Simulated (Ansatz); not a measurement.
## A barrier at the coupled-cluster level

Start structure (CH$_{6}$OZn, singlet), relaxed at PBE0-D4/def2-TZVP:

```tsv
atom	x (Å)	y (Å)	z (Å)
Zn1	-0.1621	0.3430	-1.0250
H2	-0.0651	-0.1343	-2.5059
C3	-0.3237	1.3200	0.6635
H4	0.6844	-2.3862	-0.7488
O5	0.2435	-1.7955	-0.1325
H6	-1.0923	0.8685	1.2984
H7	-0.5915	2.3687	0.5145
H8	0.6179	1.2998	1.2219
H9	0.6892	-1.8841	0.7140
```

The step: CH₄Zn ([CH3][ZnH]) + H₂O → CH₄OZn ([CH3][Zn][OH]) + H₂; bonds formed: Zn1–O5, H2–H4; bonds broken: Zn1–H2, H4–O5. Ansatz 0.2.0; basis: def2-TZVPP and def2-QZVPP; cores frozen in the correlated methods. The 3s and 3p shells of Cu and Zn are frozen; filled d shells are correlated. Extrapolation: Hartree–Fock as exp(−7.88 √X), correlation as X^−2.97. Energies below are by CCSD(T) at an estimated basis limit (MP2 extrapolated from triple and quadruple zeta, plus CCSD(T) − MP2 in triple zeta).

(1) What are the electronic barrier and the energy of the step, from the start structure to the end structure? (An estimate is asked for; the value comes from the calculation.)

T1 diagnostic: at most 0.016.

## Answers

(1) The calculation gives: Barrier 101.2 kJ/mol; step energy -11.6 kJ/mol (downhill); reverse barrier, their difference, 112.8 kJ/mol. Barrier and step energy count from the start structure, the reverse barrier from the end structure.

The saddle point: One imaginary mode of 1228i cm⁻¹.
```tsv
pair	start (Å)	saddle (Å)	end (Å)
Zn1–O5	2.35	1.98	1.78
H2–H4	2.95	1.00	0.75
Zn1–H2	1.56	1.87	3.22
H4–O5	0.96	1.28	2.51
```

Zero-point energy (harmonic, PBE0-D4): ZPE is 170.7 kJ/mol at the start and 159.9 kJ/mol at the saddle, so the barrier goes from 101.2 to 90.3 kJ/mol.

The step is the kind of ligand exchange by which a precursor binds to a hydroxyl group, or is hydrolysed, in atomic layer deposition of oxides.

Labels in which every atom is bracketed show which atoms are joined, not bond orders.

For scale, one of the runs: CCSD(T)/def2-TZVPP, 210 basis functions, launched by `ansatz run in.yaml --threads 4 --pin off --events-out ev --progress --plain --max-ram 9574MiB`. Hardware: 4 CPU threads of an Arm Neoverse V1, shared host. Wall time 66 s; peak host memory 2.9 GiB.
